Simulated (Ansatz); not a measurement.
Problem. Name a neutral molecule of Mg, N, O, Si and H with LUMO energy (ωB97M-V/def2-TZVPP) between -0.30 and 0.00 eV and HOMO–LUMO gap (PBE0/def2-TZVPP) between 5.80 and 6.10 eV (Ansatz, PBE0-D4/def2-TZVP geometry).

Solution. `[OH][Mg][N]([SiH3])[SiH3]` (-0.02 eV, 5.97 eV); `[SiH3][O][Mg][N]([SiH3])[SiH3]` (-0.28 eV, 5.89 eV). Other molecules can fit too; these were computed, each in one conformer that needn't be the lowest.
